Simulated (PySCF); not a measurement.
Input for PySCF:
```python
from pyscf import gto, scf

mol = gto.M(
    atom='''
Ge    0.00000000    0.00000000    0.00000000
''',
    basis='pcseg-1',
    charge=-1,
    spin=3,
    verbose=4,
)

mf = scf.UHF(mol)
mf.kernel()
```

**Question.** What does this run give for the HOMO energy, <S^2>?

**Answer.** 
```json
{
  "HOMO energy": "-1.06 eV",
  "<S^2>": "3.752"
}
```

These values belong to the state on which the SCF converged, which isn't shown to be the lowest.
